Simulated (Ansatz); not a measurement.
The first iterations of a band of C4H8OSe (14 atoms, charge 0, multiplicity 1).

These are results of RKS PBE-D4/def2-SVP in Ansatz, not measurements.

| Item | Value |
| --- | --- |
| movable images | 7 |
| climbing image | yes |
| spring | 5.0 eV/Å² |
| optimiser | quadratic models (default) |
| start path | through a guess of the saddle point |
| force threshold | 0.2 eV/Å |
| iteration limit | 60 |
| end points | relaxed |

Initial state:

```xyz
14
Properties=species:S:1:pos:R:3
C 0.705 -1.341 1.930
C 0.549 -1.271 0.412
C 0.113 0.101 -0.075
O 0.384 1.143 0.485
Se -0.924 0.028 -1.741
C -1.094 1.962 -1.955
H 1.388 -0.547 2.287
H -0.269 -1.199 2.440
H 1.114 -2.323 2.239
H -0.154 -2.039 0.025
H 1.522 -1.473 -0.090
H -2.163 2.240 -1.981
H -0.598 2.401 -1.065
H -0.588 2.286 -2.883
```

Final state:

```xyz
14
Properties=species:S:1:pos:R:3
C 0.711 -1.443 1.527
C 0.208 -0.533 0.409
C 0.215 0.934 0.807
O 0.585 1.351 1.883
Se -0.413 2.244 -0.518
C -0.887 1.113 -2.053
H 1.746 -1.178 1.818
H 0.082 -1.343 2.433
H 0.697 -2.503 1.206
H -0.826 -0.801 0.099
H 0.821 -0.641 -0.512
H -0.004 0.569 -2.437
H -1.693 0.402 -1.793
H -1.255 1.801 -2.838
```

| iteration | highest image above the first end (eV) | largest band force component (eV/Å) |
| --- | --- | --- |
| 1 | 20.930 | 43.051 |
| 2 | 6.048 | 18.122 |

Question: Does the band converge within its limit, and where does its top end?

Answer: The forces met the threshold. It ended after 7 iterations with the highest image 0.503 eV above the first end. The threshold of 0.2 eV/Å is loose, so the images may lie well off the minimum-energy path. Another band between the same ends (7 images) ends at a top of the same energy, where a vibrational analysis finds 1 clearly imaginary mode.

The run took 110 s on 2 threads of AMD EPYC 9R14 (Zen 4), on a shared host, peak memory 0.23 GiB.
